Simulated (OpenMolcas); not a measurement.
O II: effect of the active space

* Program: OpenMolcas 26.06
* Method: CASSCF
* Basis: ANO-L-VTZP
* Scalar Hamiltonian: non-relativistic, point nucleus
* Spin-orbit coupling: state interaction with AMFI integrals over the reference wave functions, term energies averaged over their components

A. 3 electrons in 3 orbitals (2p); 2S+1 = 4 odd, 1 root; 2S+1 = 2 odd, 8 roots; cost roughly 2.7 core-seconds
B. 5 electrons in 4 orbitals (2s 2p); 2S+1 = 4 odd, 1 root; 2S+1 = 2 odd, 8 roots; 2S+1 = 4 even, 3 roots; 2S+1 = 2 even, 9 roots; cost about 10 core-seconds

Energies in cm⁻¹ above 2s² 2p³ ⁴S°_3/2, the measured ground level; measured values from NIST Handbook of Basic Atomic Spectroscopic Data.

| Level | A | B | Measured |
| --- | --- | --- | --- |
| 2s² 2p³ ⁴S°_3/2 | 0.0 | 0.0 | 0.0 |
| 2s² 2p³ ²D°_3/2 | 30485 | 30478 | 26831 |
| 2s² 2p³ ²D°_5/2 | 30487 | 30482 | 26811 |
| 2s² 2p³ ²P°_1/2 | 50524 | 41132 | 40470 |
| 2s² 2p³ ²P°_3/2 | 50526 | 41128 | 40468 |

Deviations, from unrounded energies. A percentage is the sum of absolute deviations over the sum of measured energies, with the sign that they share, or ± where signs differ.

| Against measurement | Levels | A | B |
| --- | --- | --- | --- |
| mean absolute deviation (cm-1) | 4 | 6900 | 2200 |
| other terms of the ground configuration (%) | 4 | +20.4 | +6.4 |

B lies closest to measurement on these levels. The largest miss of B in the table is 2s² 2p³ ²D°_5/2, by +3700 cm-1. The ranking rests on the paired levels alone, and a cruder setting can come out closer through cancelling errors.

Between A and B the level of the table that moves most is 2s² 2p³ ²P°_3/2, by 9400 cm-1 (lowest in B, highest in A).

Without dynamic correlation excited terms often stand tens of per cent too high (terms of higher spin than the ground term too low), and those without a measured partner can miss by more than the paired ones. With the s shell closed, the reference lacks s² → p² mixing (holds for A). Computed and measured levels are paired by configuration, term and J; levels that our copy of the source lacks, or whose pairing is in doubt (as where it misses far off the trend of its configuration), stay unpaired and out of the deviations. Only configurations of the active space appear. Levels that lie high or do not pair safely by name in every column are left out.

° marks odd parity.
